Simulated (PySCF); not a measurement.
Ionisation energy of Eu⁴⁶⁺ by level of theory

Eu⁴⁶⁺ [Ne] 3s2 3p5 [3p1/2^2 3p3/2^3, M_J = 3/2] → Eu⁴⁷⁺ [Ne] 3s2 3p4 [3p1/2^2 3p3/2^2, M_J = 2], as a difference of total energies. Computed with PySCF 2.14 in an even-tempered Gaussian basis (18 s from 11 bohr⁻², ratio 2.4; 14 p from 15 bohr⁻², ratio 2.4; 4 d from 54 bohr⁻², ratio 2.6; 4 f from 81 bohr⁻², ratio 2.6), with the two-component X2C-1e Hamiltonian. Correlated levels: 1s2 frozen; the 54 highest virtual spinors dropped. "Screened" scales the spin-orbit matrix elements by Boettger's factors to mimic the two-electron term; Breit and QED terms are absent.

| method | ionisation energy (eV) |
| --- | --- |
| GHF (spin-free) | 3970.6 |
| GMP2 (spin-free) | 3971.7 |
| GHF (screened spin-orbit) | 3923.6 |
| GMP2 (screened spin-orbit) | 3924.7 |

Breit and QED terms and the two-electron picture change are absent.

The spin-free rows relax to the high-spin LS determinant and lack the spin-orbit shift.

The labels give the starting determinants; with spin-orbit coupling the two ends relaxed to ⟨J²⟩ = 3.75, ⟨L²⟩ = 2.02, ⟨S²⟩ = 0.77 and ⟨J²⟩ = 6.00, ⟨L²⟩ = 3.22, ⟨S²⟩ = 1.42.

For comparison: 3921 ± 4 eV (theoretical estimate listed by NIST; NIST Atomic Spectra Database, ionization energies).
